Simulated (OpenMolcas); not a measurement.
Ta3+ with 6 ligands (fluoride) in octahedral coordination (Oh) at 2.03 Å. A charge of +0.5 e stands 2.4 Å behind each ligand. Ligand basis ANO-RCC-VDZP.

- Program: OpenMolcas 26.06
- Method: SS-CASPT2, IPEA 0.25 Eh, imaginary shift 0.1 Eh (the lowest 17 gerade and 18 ungerade orbitals frozen, chosen by energy and not by shell, so the metal 5p can be frozen and 4f correlated)
- Basis: ANO-RCC-VDZP [7s6p4d2f1g]
- Scalar Hamiltonian: DKH2, point nucleus
- Active space: 2 electrons in 5 orbitals (5d)
- State averaging: 2S+1 = 3 even, 10 roots; 2S+1 = 1 even, 15 roots
- Spin-orbit coupling: state interaction with AMFI integrals over the reference wave functions

(1) What is the spin-free ground state (labels of O, the rotations of Oh)?

(2) Where is the first state of the same spin?

(3) What are the lowest two levels with spin-orbit coupling?

(4) What is χT at 300 K, and how does it compare with the textbook value?

(5) Which ligand-field parameters describe the states?

Answers

(1) 3T1, 3-fold in its orbital part; it has the highest spin that d2 allows.

(2) 3T2 at 27600 cm-1 above the ground state.

(3) A 2-fold level E, then a 3-fold level T2 220 cm-1 above it. Their leading multiplicities are 3 (97 %) and 3 (97 %).

(4) The lowest level has 2S+1 = 3, for which the spin-only value is χT = S(S+1) / 2 = 1.000 cm3 K/mol (g = 2). The computed 0.150 at 300 K differs by -0.850, through orbital momentum, spin-orbit coupling and any other state in reach. With a threefold ground state the orbital momentum is unquenched, so the spin-only value is not expected to hold.

(5) A least-squares ligand-field fit to the states below 45000 cm-1, each weighted by its degeneracy and with a free common offset, gives 10Dq = 28569 cm-1, B = 537 cm-1 and C = 2443 cm-1 (C/B = 4.55), with an rms deviation of 140 cm-1. 

Roots that are degenerate in the reference are averaged as groups; the widest CASPT2 spread within a group is 170 cm-1 (the 3-fold group of multiplicity 1 near 36600 cm-1 above the lowest state of its run). Shifts and gaps below about the spread of the groups concerned are not significant. Over all roots computed the reference weight is 0.73 to 0.74; a low but even weight reflects the number of correlated electrons. An orbital triplet at a regular site is open to Jahn-Teller coupling, which can distort the site and quench the lowest spin-orbit gaps and is left out. The least metal-like active orbital is 79 % on the metal (Löwdin) and no ligand orbital is active, so the numbers are rough. Ligand-to-metal charge-transfer states are missing. With no ligand orbital active B as a rule stays too high, so bands that hang on it stand too high and its fall with covalency is understated. With one d shell and no ligand orbital active, 10Dq can be off by a tenth or more. No measured value stands beside these numbers; the geometry is a model, was not optimised and need not be the one that this ion takes.
